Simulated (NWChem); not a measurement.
# CH3F3OSi; SMILES O[SiH2]C(F)(F)F

```xyz
9

Si    -0.5839    -1.0708    -0.0002
O      0.6829    -2.1188    -0.2067
C      0.0236     0.7570    -0.0222
F      0.6165     1.1120    -1.1859
F      0.9269     0.9922     0.9701
F     -1.0136     1.6113     0.1753
H     -1.4921    -1.2601    -1.1488
H     -1.2776    -1.2324     1.3035
H      1.3518    -2.1564     0.4913
```
Atoms are numbered in this order, from 1.

All runs use the structure optimised with B3LYP/6-31G* (spherical d).

Task: Give the principal values of the shielding tensors (ppm) of Si1, O2, C3, F4, F5 from B3LYP/6-31G* (spherical d), GIAO (NWChem), with their diamagnetic and paramagnetic parts as GIAO splits them.

Result: 
| atom | σ11 | σ22 | σ33 | isotropic | diamagnetic | paramagnetic |
|---|---|---|---|---|---|---|
| Si1 | 385.2 | 417.9 | 470.5 | 424.6 | 881.6 | -457.0 |
| O2 | 290.7 | 309.5 | 342.9 | 314.4 | 390.4 | -76.1 |
| C3 | 58.7 | 60.8 | 62.8 | 60.8 | 244.0 | -183.2 |
| F4 | 171.0 | 273.1 | 354.4 | 266.2 | 472.7 | -206.5 |
| F5 | 166.7 | 272.5 | 357.9 | 265.7 | 472.5 | -206.8 |
